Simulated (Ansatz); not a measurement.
Reaction (homolysis of the H–Si bond): `I[SiH](I)I` → H• + `I[Si](I)I`•

Gas-phase electronic energies from Ansatz, PBE0-D4/def2-TZVP geometries. CBS: MP2 limit from def2 TZ/QZ plus the TZ coupled-cluster correction, frozen cores. This one scheme is used for every species, atoms too. Functionals use def2-TZVPP. HSE06 is defined as in plane-wave codes. No spin–orbit coupling; open shells (•) take unrestricted orbitals. def2 core potentials past Kr. For I outer-core shells are correlated without core-valence functions, so the limit isn't a true one: a few kJ/mol of doubt a bond, and 10 to 20 or more in all where bonds break to atoms.

`I[SiH](I)I`:

Cartesian coordinates in Å:
```
I 2.185 0.754 -0.567
Si 0.009 -0.036 0.158
I -1.669 1.691 -0.143
I -0.613 -2.050 -1.044
H 0.088 -0.360 1.596
```

`I[Si](I)I`•:

Cartesian coordinates in Å:
```
I -1.685 1.419 -0.753
Si 0.073 0.274 0.498
I -0.573 -2.033 0.980
I 2.186 0.340 -0.725
```

| level | ΔE (kJ/mol) | difference from CCSD(T)/CBS |
| --- | --- | --- |
| PBE-D4 | 333.8 | -39.4 |
| r2SCAN-D4 | 344.8 | -28.4 |
| B97M-V | 354.0 | -19.2 |
| HSE06-D4 | 344.7 | -28.5 |
| BHLYP-D4 | 359.8 | -13.4 |
| ωB97M-V | 369.7 | -3.5 |
| PBE-QIDH | 358.8 | -14.4 |
| r2SCAN0 | 349.7 | -23.5 |
| HSE06 | 344.1 | -29.1 |
| CAM-B3LYP | 361.6 | -11.6 |
| HF/def2-SVP | 290.7 | -82.5 |
| MP2/def2-TZVPP | 361.2 | -12.0 |
| CCSD(T)/def2-TZVPP | 365.9 | -7.3 |
| HF/def2-QZVPP | 293.8 | -79.4 |
| SCS-MP2/def2-QZVPP | 377.6 | 4.4 |
| CCSD/CBS(def2) | 375.2 | 2.0 |
| CCSD(T)/CBS | 373.2 | 0 |

Largest T1 diagnostic among the species: 0.011.

At CCSD(T), def2-SVP lies −23.1 kJ/mol from the extrapolated value and def2-TZVPP −7.3 kJ/mol: correlation converges slowly with the basis, and small sets miss more of it in the bonded molecule than in its fragments. Leaving LDA and LC-ωPBE aside and taking each functional with its dispersion term where it has one, the values, not all of them listed here, spread over 40.5 kJ/mol, from revPBE-D4 to ωB97X-V. LDA lies +38.8 kJ/mol from PBE without D4, its usual overbinding. From r2SCAN to r2SCAN0 (25 % exact exchange), in def2-TZVPP and without D4, ΔE moves by +5.2 kJ/mol.
